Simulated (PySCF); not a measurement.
SMILES F[Si](/C=C\c1ccccc1)(F)F (C₈H₇F₃Si), GFN2-xTB optimised geometry.

```
19

F      1.58    -3.29    -1.08
Si     0.24    -2.79    -1.77
F      0.72    -1.62    -2.73
F     -0.13    -3.98    -2.76
C     -1.19    -2.43    -0.65
C     -1.49    -1.29    -0.01
C     -0.71    -0.06     0.00
C     -1.38     1.16     0.03
C     -0.68     2.35     0.02
C      0.71     2.34     0.00
C      1.38     1.13     0.00
C      0.68    -0.06     0.00
H     -1.90    -3.25    -0.54
H     -2.43    -1.23     0.53
H     -2.46     1.18     0.05
H     -1.21     3.29     0.03
H      1.26     3.27     0.00
H      2.46     1.12     0.00
H      1.22    -1.00     0.03
```

Density from PySCF with B3LYP/def2-SVP at that geometry.

Minimum of the electron density along straight lines between bonded atoms, close to the bond critical point (lines longer than 1.1 times the sum of covalent radii, or with two minima, are not listed):

```tsv
bond	length / Å	ρ at the minimum / e bohr⁻³	∇²ρ there / e bohr⁻⁵	position (fraction from the first atom)
F1–Si2	1.592	0.124	1.18	0.58
Si2–F3	1.588	0.126	1.20	0.42
Si2–F4	1.590	0.125	1.19	0.42
Si2–C5	1.856	0.123	0.34	0.38
C5–C6	1.338	0.335	-0.88	0.49
C6–C7	1.457	0.279	-0.70	0.51
C7–C8	1.396	0.308	-0.78	0.50
C8–C9	1.381	0.316	-0.82	0.50
C9–C10	1.386	0.314	-0.82	0.50
C10–C11	1.385	0.314	-0.82	0.50
C7–C12	1.394	0.309	-0.78	0.50
C11–C12	1.382	0.316	-0.82	0.50
C5–H13	1.084	0.278	-1.03	0.63
C6–H14	1.085	0.284	-1.09	0.64
C8–H15	1.081	0.284	-1.08	0.63
C9–H16	1.080	0.285	-1.09	0.63
C10–H17	1.080	0.285	-1.09	0.63
C11–H18	1.080	0.285	-1.09	0.63
C12–H19	1.079	0.286	-1.09	0.63
```
